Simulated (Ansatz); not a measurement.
Ge(OEt)H3 (C2H8GeO), relaxed as a singlet with RKS PBE-D4/def2-SVP in Ansatz, starting from the GFN2-xTB geometry. Force threshold 0.02 eV/Å.

Another isomer (singlet) lies 0.24 eV lower at PBE0-D4/def2-TZVP; other spin states weren't run for this one.

Start:

Cartesian coordinates in Å:
```
C -0.142 -0.549 -0.502
C -0.135 -0.073 -1.946
Ge 0.241 0.544 2.076
O 0.163 0.548 0.337
H 0.600 -1.346 -0.367
H -1.128 -0.960 -0.248
H -0.347 -0.904 -2.613
H -0.886 0.700 -2.084
H 0.838 0.345 -2.190
H 0.605 1.963 2.325
H 1.284 -0.430 2.553
H -1.093 0.160 2.659
```

Question: Estimate the energy that the relaxation releases and the steps that it takes.

Answer: 4.5 kcal/mol, in 7 steps; 13 s on 2 threads of Arm Neoverse V1 on a shared host. No frequencies were taken in this run, so the end may be a saddle point.

Question: Does the start keep its bonding and symmetry?

Answer: By distances, no bond broke or formed. The bond that changes most is Ge3–O4, from 1.74 to 1.80 Å (atoms count from 1).

Question: Predict the relaxed structure.

Answer: 
```xyz
12

C    -0.129   -0.475   -0.486
C    -0.141   -0.111   -1.961
Ge    0.242    0.548    2.068
O     0.183    0.688    0.270
H     0.619   -1.287   -0.301
H    -1.125   -0.892   -0.190
H    -0.379   -0.997   -2.585
H    -0.898    0.674   -2.160
H     0.848    0.282   -2.271
H     0.605    1.971    2.547
H     1.327   -0.494    2.472
H    -1.150    0.095    2.597
```
Bond lengths: 1 × C–C 1.52 Å; 1 × C–O 1.42 Å; 1 × Ge–O 1.80 Å; 5 × C–H 1.11 to 1.12 Å; 3 × Ge–H 1.54 to 1.56 Å.
